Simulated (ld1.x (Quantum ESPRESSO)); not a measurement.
Results of a calculation; reference values are marked as such.
**Hardness and transferability of assorted potentials**

Generated with ld1.x 7.5 (TM, RRKJ, ultrasoft, PAW), atompaw 4.2 or ONCVPSP 4.0.1. The cutoff is in Ry: for ld1.x and atompaw files where the sum of valence levels is converged to 10 mRy in a Bessel basis, for ONCV files where the hardest occupied wave has 1 mHa per electron of residual kinetic energy. The error is the largest all-electron minus pseudo excitation energy over each file’s own four to seven test configurations (ionisations up to +4, promotions, holes and added fractions of an electron), all of which were solved. The labels leave out finer settings (local radius, basis sizes, second energies), which also bear on the numbers. Spin-polarised tests are not counted. The rows are a selection from randomly drawn settings: files with unsolved tests, undetermined cutoffs or missed reference levels are left out.

A true bound ghost makes a file unfit for plane-wave use even where its test errors are small: the radial tests pick states by their node count and pass the ghost by.

```tsv
element	potential	cutoff (Ry)	largest error (meV)	bound ghosts
Ne	TM, PBEsol, non-relativistic, rc 0.55/1.15/0.90 (spd), local d, core correction no, reference 2s2 2p6	230	+1365	none
V	TM semilocal, PBEsol, scalar-relativistic, rc 1.90/2.20/2.30/1.95 (spdf), local p, core correction yes, reference 3d3 4s0.5 4p0	45	-174	none
Zn	PAW, LDA (PZ), non-relativistic, rc 1.85/1.25/1.40 (spd), local smoothed, core correction yes, reference 3p6 3d10 4s2 4p0	80	-184	s
Zr	RRKJ, PBE, scalar-relativistic, rc 3.20/3.30/1.80 (spd), local s, core correction yes, reference 4d2 5s1 5p0	30	-291	none
Cd	TM, LDA (PZ), scalar-relativistic, rc 2.40/1.60/1.45/2.10 (spdf), local d, core correction no, reference 4p6 4d10 5s2 5p0	80	-124	s
```

(1) Fill in the row for Ag: PAW, PBEsol, scalar-relativistic, rc 2.25/3.70/2.10 (spd), local smoothed, core correction yes, reference 4d10 5s1 5p0.

(2) Fill in the row for Os: RRKJ, PBEsol, scalar-relativistic, rc 1.10/1.70/2.15 (spd), local s, core correction no, reference 5s2 5p6 5d6 6s0 6p0.

(3) Fill in the row for Li: TM, LDA (PZ), scalar-relativistic, rc 0.70/4.20/3.80 (spd), local p, core correction no, reference 1s2 2s0 2p1.

Results:

(1) cutoff 25 Ry, largest error -307 meV, bound ghosts: none.

(2) cutoff 120 Ry, largest error +374 meV, bound ghosts: none.

(3) cutoff 160 Ry, largest error +373 meV, bound ghosts: none.
